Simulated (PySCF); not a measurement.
Te²⁺ (tellurium, charge +2) across methods

[Kr] 4d10 5s2 5p2, high-spin 3P determinant. Calculation: PySCF 2.14, in aug-cc-pVQZ-PP with one added diffuse shell each of s, p, d, f, g type with ECP28MDF (8s8p6d4f3g, 117 functions); scalar relativity through the core potential.

| method | E (hartree) | mean ε 5s α (eV) | mean ε 5s β (eV) | mean ε 5p α (eV) | Σ⟨r²⟩ (bohr²) | ⟨S²⟩ |
| --- | --- | --- | --- | --- | --- | --- |
| wB97X | -267.0152 | -37.847 | -35.725 | -26.426 | 37.92 | 2.002 |
| PBE | -266.9644 | -33.453 | -31.839 | -22.979 | 37.96 | 2.001 |
| r2SCAN | -267.0695 | -34.094 | -31.888 | -23.430 | 37.88 | 2.004 |
| M06-2X | -266.9205 | -36.877 | -33.059 | -25.445 | 38.04 | 2.005 |
| LDA | -266.5604 | -33.735 | -32.352 | -23.062 | 37.95 | 2.001 |
| wB97X-V | -266.9544 | -37.874 | -35.444 | -26.473 | 38.00 | 2.002 |
| UHF | -266.04817 | -39.589 | -34.537 | -27.352 | 38.38 | 2.008 |

(1) Estimate the same row for PBE0.

Energies and moments cover only the electrons outside the core potential.

Results:

(1) E (hartree) = -266.9820; mean ε 5s α (eV) = -35.229; mean ε 5s β (eV) = -32.834; mean ε 5p α (eV) = -24.265; Σ⟨r²⟩ (bohr²) = 37.96; ⟨S²⟩ = 2.002.
